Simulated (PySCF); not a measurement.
**C3H7O3Si: g tensor and hyperfine couplings**

Compound: C₃H₇O₃Si (doublet state).
Cartesian coordinates in Å at the GFN2-xTB level; atoms count from 1:
```xyz
14
C3H7O3Si angstrom
C      1.105   -1.292    0.333
C      0.146   -0.211    0.040
Si    -1.534   -0.525   -0.751
O     -2.336    0.859   -0.936
C      0.513    1.130    0.371
O     -0.199    2.117    0.194
O      1.745    1.272    0.916
H      1.367   -1.291    1.394
H      0.704   -2.262    0.057
H      2.044   -1.121   -0.200
H     -1.295   -1.130   -2.064
H     -2.281   -1.411    0.146
H     -1.882    1.654   -0.623
H      1.902    2.210    1.102
```

The hyperfine couplings belong to this conformer and change with its torsions.

The species is `C[C]([SiH2]O)C(=O)O` [radical].

Method used: PySCF 2.14.0, UKS B3LYP, pcH-1 on C H O Si, non-relativistic, mean-field spin-orbit, GIAO. The structure is a single GFN2-xTB conformer in the gas phase; no vibrational or solvent corrections. The geometry wasn't refined by DFT: couplings that depend on bond lengths, twists or pyramidal angles can differ widely from those at the functional's own minimum. Stability of the SCF solution: not tested.

- g1, g2, g3: 2.00219, 2.00361, 2.00522
- g_iso: 2.00368
- Form of g: rhombic: the two nearest values differ by 47 % of g3 − g1
- ⟨S²⟩: 0.7566 (exact 0.7500)
- Basis functions: 255

Hyperfine couplings atom by atom, in mT; T1 to T3 are the principal values of the dipolar part (MHz turned into mT with g_iso):

```tsv
atom	isotope	a_iso	of which spin–orbit	T1	T2	T3	Mulliken spin population
C1	13C	-0.93	0.00	-0.12	0.01	0.10	-0.06
C2	13C	2.30	0.00	-2.27	-2.26	4.53	0.82
Si3	29Si	1.31	0.00	-0.07	-0.01	0.08	-0.04
O4	17O	0.04	0.00	-0.01	-0.01	0.01	0.00
C5	13C	-1.25	0.00	-0.10	-0.04	0.14	-0.05
O6	17O	-0.53	-0.01	-2.21	1.10	1.11	0.19
O7	17O	0.10	0.00	-0.16	0.05	0.10	0.01
H8	1H	3.71	0.00	-0.18	-0.10	0.28	0.04
H9	1H	0.03	0.00	-0.13	-0.12	0.25	0.00
H10	1H	3.93	0.00	-0.18	-0.10	0.28	0.04
H11	1H	1.69	0.00	-0.10	-0.06	0.16	0.02
H12	1H	1.69	0.00	-0.10	-0.06	0.16	0.02
H13	1H	-0.01	0.00	-0.12	-0.07	0.19	0.00
H14	1H	-0.09	0.00	-0.09	-0.05	0.15	0.00
```

Largest spin populations (Mulliken): C2 (+0.82), O6 (+0.19) and C1 (-0.06). The angles at C2 add up to 360.0°, so it is planar.

Axes: g2 points within 2° of the C2–Si3 bond.

Under fast tumbling the dipolar parts average out, and these isotropic splittings remain: 3 × 1H (H8/H9/H10, I = 1/2, 4 lines) with 2.56 mT, 2 × 1H (H11/H12, I = 1/2, 3 lines) with 1.69 mT and 1 × 1H (H14, I = 1/2, 2 lines) with 0.09 mT.

Nuclei that the bonding pattern makes equivalent are averaged, as if the motion that swaps them (rotation, inversion, ring flip) were fast. The three 1H nuclei of mean +71.7 MHz run from 0.8 to 110.1 MHz in the frozen geometry.

The 13C coupling of C2 (64.4 MHz) shows only in satellite lines or after enrichment, since that isotope makes up about 1.07 % of natural carbon.

The 29Si coupling of Si3 (36.7 MHz) shows only in satellite lines or after enrichment, since that isotope makes up about 4.7 % of natural silicon.

Hardware: one thread, Arm Neoverse V1 (aarch64), no GPU, shared host with 32 logical CPUs at a one-minute load of 13. Cost: 71 s of wall time (with the writing of density and orbital grids), 1.0 GiB resident at most.
